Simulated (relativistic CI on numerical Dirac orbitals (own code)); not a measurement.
## Dy²⁺: M4,5 absorption edge

Computed with this model: Dirac-Coulomb-Breit CI, separate exchange-only KLI orbitals for each configuration, a model potential for QED, valence Slater integrals scaled by 0.8, multiplet model of core-to-valence dipole absorption; configurations [Xe] 4f10 → [Ar] 3d9 4s2 4p6 4d10 4f11 5s2 5p6; 300 K; Lorentzian 0.6 eV and Gaussian 0.4 eV FWHM. Energies are those of the free ion, without screening or charge transfer. The branching ratio is the share of the lower-energy edge in the whole absorption, uncertain by about 0.02 where the edges overlap. S is read from ⟨S²⟩ = S(S + 1).

free ion: ground-state S = 1.94, centroid 1296.68 eV, branching ratio 0.892. Peaks (eV, height): 1289.5 (22), 1291.2 (48), 1292.1 (64), 1293.8 (100), 1295.2 (24), 1296.3 (15), 1327.8 (22).

The statistical ratio of this edge is 3/5 = 0.600. Values above it arise where the holes sit mainly in the j = l + 1/2 valence subshell or the ground state has high spin; values below it where core-valence Coulomb terms move weight to the upper edge, as in nearly empty shells.

Strongest unbroadened transitions for free ion:

| Energy (eV) | Relative strength |
| --- | --- |
| 1289.50 | 21.9 |
| 1290.25 | 2.7 |
| 1291.15 | 45.3 |
| 1292.12 | 58.5 |
| 1292.76 | 12.3 |
| 1292.85 | 10.4 |
| 1293.03 | 8.1 |
| 1293.36 | 16.6 |
| 1293.79 | 100.0 |
| 1294.16 | 3.2 |
| 1294.86 | 4.5 |
| 1295.28 | 17.6 |
| 1296.22 | 5.0 |
| 1296.59 | 5.7 |
| 1326.98 | 3.9 |
| 1327.53 | 7.1 |
| 1327.71 | 11.0 |
| 1328.09 | 13.2 |
